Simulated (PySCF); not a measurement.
Geometries of 2 isomers of C5H9NSi, from PySCF, PBE0-D3(BJ)/def2-SVP geometry optimisation, gas phase. One conformer each, no zero-point energy, no frequencies.

Question: Which is lower in electronic energy at this level?
A.
```xyz
16
angstrom
N      1.920   -1.025    1.371
C      1.911   -0.264    0.357
C      0.808   -0.086   -0.654
C     -0.213   -1.196   -0.624
C     -1.447   -0.948   -0.162
C     -1.808    0.445    0.280
Si    -0.289    1.444   -0.266
H      1.039   -1.554    1.417
H      2.800    0.371    0.191
H      1.265    0.026   -1.653
H      0.081   -2.201   -0.946
H     -2.194   -1.748   -0.103
H     -1.987    0.491    1.368
H     -2.739    0.795   -0.198
H     -0.558    2.252   -1.494
H      0.291    2.334    0.783
```
B.
```xyz
16
angstrom
C      2.810    0.053    0.645
C      1.822   -0.122   -0.035
C      0.618   -0.310   -0.862
C     -0.395   -1.256   -0.187
C     -1.162   -0.469    0.884
Si    -1.326    1.245    0.102
N     -0.103    0.931   -1.104
H      3.685    0.209    1.248
H      0.940   -0.759   -1.819
H     -1.091   -1.599   -0.969
H      0.114   -2.143    0.220
H     -2.114   -0.949    1.153
H     -0.562   -0.381    1.805
H     -1.020    2.367    1.048
H     -2.662    1.543   -0.504
H      0.417    1.642   -1.604
```

Answer: A. That is `[H]/N=C\[C@H]1C=CC[SiH2]1`, 12.7 kcal/mol below the other.

| SMILES | atoms numbered as above | E (Eh) | relative (kcal/mol) | relative (kJ/mol) | dipole (D) |
| --- | --- | --- | --- | --- | --- |
| [H]/N=C\[C@H]1C=CC[SiH2]1 | [H]/[N:1]=[CH:2]\[C@H:3]1[CH:4]=[CH:5][CH2:6][SiH2:7]1 | -539.47695 | 0.0 | 0.0 | 2.73 |
| C#C[C@H]1CC[SiH2]N1 | [CH:1]#[C:2][C@H:3]1[CH2:4][CH2:5][SiH2:6][NH:7]1 | -539.45673 | 12.7 | 53.1 | 0.47 |

As drawn, the lower has a C=N bond and a C=C bond outside aromatic rings, which the higher lacks; the higher has a C≡C bond, which the lower lacks.
